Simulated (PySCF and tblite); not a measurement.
Values are calculated unless marked as measured or tabulated.
System: C₄H₆BBrO₂, numbered as in [CH2:1]=[CH:2][O:3][B:4]([OH:5])[C:6](=[CH2:7])[Br:8].

The path came from a restrained scan, a climbing-image band and a saddle search at GFN2-xTB; energies are PBE0/pcSseg-1 + D3(BJ), IEF-PCM acetonitrile//GFN2-xTB, thermal terms GFN2-xTB. Rates follow Eyring's equation with the number of equivalent paths and no tunnelling. Run with tblite and PySCF.

Spin–orbit effects of heavy atoms on shieldings are missing.

(1) How high is the barrier to the rotation about the B4–O5 bond (torsion O3–B4–O5–H from 180° to 360°, rising), through which structure does it pass, and what rate follows at 298 K?

Answers

(1) The electronic barrier is 9.7 kcal/mol and ΔG‡(298 K) 8.3 kcal/mol, over a C1 saddle with an imaginary mode of 648i cm⁻¹ (GFN2-xTB). With 2 equivalent paths, k is 9.4×10⁶ s⁻¹, a mean lifetime of the start of 110 ns against this motion. The end lies 1.4 kcal/mol above the start in free energy.
